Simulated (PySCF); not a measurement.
ClGeH4N, SMILES [Cl][GeH2][NH2].

Geometry: ωB97X-D3(BJ)/def2-SVP. The values are those of a single conformer.

Computed with ωB97X-D3(BJ)/def2-SVP run with PySCF.

Frequencies are harmonic and unscaled.

### Question
Give all harmonic wavenumbers and intensities. (Estimate from the structure and the level; the computed values follow.)

### Answer

```
mode  ν (cm⁻¹)  IR (km/mol)  Raman (Å⁴/amu)  depolarisation  moving atoms (share of kinetic energy)
----  --------  -----------  --------------  --------------  --------------------------------------
1          191         12.9             4.2            0.70        N 41 %, Cl 22 %, H 19 %, Ge 18 %
2          234         32.3             1.9            0.75                                  H 94 %
3          421         58.2             6.5            0.25                        Cl 68 %, Ge 32 %
4          493         32.9             3.3            0.75                                  H 90 %
5          542        234.0             2.8            0.06                          H 69 %, N 30 %
6          706          0.1            15.1            0.75                                  H 99 %
7          734         72.1             8.0            0.10                 N 60 %, H 21 %, Ge 19 %
8          834        114.0            17.2            0.71                                  H 93 %
9          868         84.4            18.0            0.71                                  H 98 %
10         923         33.4             4.5            0.75                          H 85 %, N 13 %
11        1565         25.7             4.8            0.75                           H 91 %, N 9 %
12        2230         70.6           209.8            0.09                                  H 99 %
13        2233        127.5            83.5            0.75                                  H 98 %
14        3591         24.7           108.6            0.11                                  H 96 %
15        3686         31.0            65.0            0.75                           H 91 %, N 9 %
```
